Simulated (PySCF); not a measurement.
## Choosing a basis for TDDFT

Compound: diboron tetrafluoride, B2F4.
SMILES: `FB(F)B(F)F`

TDDFT with PBE0 (PySCF), vertical singlets, core orbitals frozen in the response, spherical d and f functions. Isolated species at its PBE0-D3(BJ)/def2-SVP geometry, gas phase.

How do the low singlets change with the basis? Take 6-31+G*, def2-SVPD, aug-cc-pVDZ, def2-TZVPD and aug-cc-pVTZ.

```csv
basis,functions,diffuse,S1 (eV),S2 (eV),S3 (eV),S4 (eV),S5 (eV),LUMO (eV),α (au)
6-31+G*,108,yes,6.85,8.49,8.90,9.05,9.25,-1.76,25.6
def2-SVPD,132,yes,6.84,8.52,8.91,9.05,9.44,-1.84,27.8
aug-cc-pVDZ,138,yes,6.80,8.43,8.87,9.01,9.18,-1.77,27.7
def2-TZVPD,234,yes,6.80,8.47,8.89,9.03,9.13,-1.73,28.2
aug-cc-pVTZ,276,yes,6.80,8.44,8.89,9.03,9.13,-1.73,28.2
```

Against aug-cc-pVTZ the other sets differ by up to 0.05 eV in S1, 0.08 eV in S2, 0.02 eV in S3, 0.02 eV in S4, 0.31 eV in S5. Against aug-cc-pVTZ the polarisability deviates by -9% in 6-31+G*, -2% in def2-SVPD, -2% in aug-cc-pVDZ, 0% in def2-TZVPD.
